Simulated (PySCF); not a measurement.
Cards and structures have been mixed up. Pair them.

Structures:
1. `O=C(O)c1cccs1` (C5H4O2S)
2. `C[Si@@H](O)S` (CH6OSSi)
3. `C=C=C[Si](Cl)(Cl)Cl` (C3H3Cl3Si)
4. `S(C)C` (C2H6S)

Card P (geometry GFN2-xTB):
* Rotational constants A, B, C: 6.013, 3.156, 2.320 GHz
* Static isotropic polarisability (CAM-B3LYP/def2-SVPD): 63.6 au
* Strongest line among the 8 lowest singlet transitions (TDDFT CAM-B3LYP/def2-SVPD): S2 at 6.54 eV (190 nm, f = 0.050)
* Isotropic shieldings of nuclei other than C and H, by class (GIAO PBE0/pcSseg-1): 304 (1 O), 346 (1 Si), 721 (1 S) ppm
* 13C chemical shifts (computed TMS as zero) by class (GIAO PBE0/pcSseg-1): 5.9 (1 C) ppm

Card Q (geometry GFN2-xTB):
- Rotational constants A, B, C: 17.606, 7.625, 5.707 GHz
- Static isotropic polarisability (CAM-B3LYP/def2-SVPD): 48.0 au
- Lowest singlet excitation (TDDFT CAM-B3LYP/def2-SVPD): 5.40 eV (229 nm, f = 0.000)
- HOMO energy (CAM-B3LYP/def2-SVPD): -7.63 eV
- Strongest line among the 8 lowest singlet transitions (TDDFT CAM-B3LYP/def2-SVPD): S7 at 8.09 eV (153 nm, f = 0.086)
- Dipole moment (CAM-B3LYP/def2-SVPD): 1.69 D

Card R (geometry GFN2-xTB):
* Rotational constants A, B, C: 1.400, 0.845, 0.819 GHz
* Static isotropic polarisability (CAM-B3LYP/def2-SVPD): 101.1 au
* Lowest singlet excitation (TDDFT CAM-B3LYP/def2-SVPD): 5.43 eV (228 nm, f = 0.001)
* Lowest triplet excitation (Tamm–Dancoff) (TDA CAM-B3LYP/def2-SVPD): 4.45 eV
* Dipole moment (CAM-B3LYP/def2-SVPD): 2.08 D

Card S (geometry GFN2-xTB):
- Rotational constants A, B, C: 3.763, 1.450, 1.047 GHz
- Static isotropic polarisability (CAM-B3LYP/def2-SVPD): 82.3 au
- Point group: Cs
- Lowest singlet excitation (TDDFT CAM-B3LYP/def2-SVPD): 5.08 eV (244 nm, f = 0.221)
- Lowest triplet excitation (Tamm–Dancoff) (TDA CAM-B3LYP/def2-SVPD): 3.33 eV
- Strongest line among the 8 lowest singlet transitions (TDDFT CAM-B3LYP/def2-SVPD): S1 at 5.08 eV (244 nm, f = 0.221)

All species are isolated and taken at one optimised geometry, non-relativistic unless stated. Electronic properties by PySCF. NMR classes are plain means over equivalent atoms (diastereotopic ones count apart unless rotation or inversion swaps them), as if these changed places fast.

Q: Which card belongs to which structure?

A: P = 2, Q = 4, R = 3, S = 1. What ties each card to its structure:
- 1 (card S), C5H4O2S, monoisotopic mass 128.0 u, 8 heavy atoms: point group Cs; an asymmetric top with C = 1.047 GHz; polarisability 82.3 au for 66 electrons.
- 2 (card P), CH6OSSi, monoisotopic mass 94.0 u, 4 heavy atoms: 1 C in 1 class; an asymmetric top with C = 2.320 GHz; polarisability 63.6 au for 50 electrons.
- 3 (card R), C3H3Cl3Si, monoisotopic mass 171.9 u, 7 heavy atoms: an asymmetric top with C = 0.819 GHz, the lowest such constant on the cards; polarisability 101.1 au for 86 electrons, the largest shown; dipole 2.08 D.
- 4 (card Q), C2H6S, monoisotopic mass 62.0 u, 3 heavy atoms: an asymmetric top with C = 5.707 GHz, the highest such constant on the cards; polarisability 48.0 au for 34 electrons, the smallest shown; dipole 1.69 D.
